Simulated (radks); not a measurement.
Values are calculated unless marked as measured or tabulated.
Ca+, configuration [Ar] 4s1 (the NIST ground configuration). Code: a radial shooting solver on a logarithmic mesh with Libxc functionals. Model: Dirac Kohn-Sham, BLYP, spin-unpolarised, spherical densities, point nucleus.

Normalised radial functions P(r) = r R(r) (large component), r in bohr:

```
   r/bohr * 2p1/2, o 3s1/2, + 3p1/2 (the largest magnitude, 1.68, reaches the edge; | marks zero, & curves that meet)
 0.004934                             &o
 0.006425                             & o
 0.008434                             & o
  0.01098                             &  o
  0.01441                             +* o
  0.01877                             +*  o
  0.02464                             |+* o
  0.03208                             |+ * o
  0.04211                             | +  &
  0.05483                             | + o  *
  0.07197                             |  o+      *
  0.09371                             |o   +         *
    0.123                           o |     +            *
   0.1602                       o     |      +                *
   0.2102                     o       |       +                  *
   0.2738                     o       |     +                    *
   0.3593                        o    |  +                    *
   0.4679                           + |o                *
   0.6142                    +        |        o *
   0.7997               +             |    *         o
     1.05              +              | *              o
    1.367               +             *            o
    1.794                    +        *       o
    2.336                        +    *   o
    3.066                           + *o
    3.993                            +&
    5.241                             &
    6.824                             &
    8.958                             &
    11.66                             &
```

2p1/2: eigenvalue -344.24 eV, 0 radial nodes, <r> = 0.326 bohr, 90 % of the charge inside 0.539 bohr. 3s1/2: eigenvalue -53.718 eV, 2 radial nodes at r = 0.101, 0.451 bohr, <r> = 1.15 bohr, 90 % of the charge inside 1.73 bohr. 3p1/2: eigenvalue -34.928 eV, 1 radial node at r = 0.417 bohr, <r> = 1.26 bohr, 90 % of the charge inside 1.95 bohr.
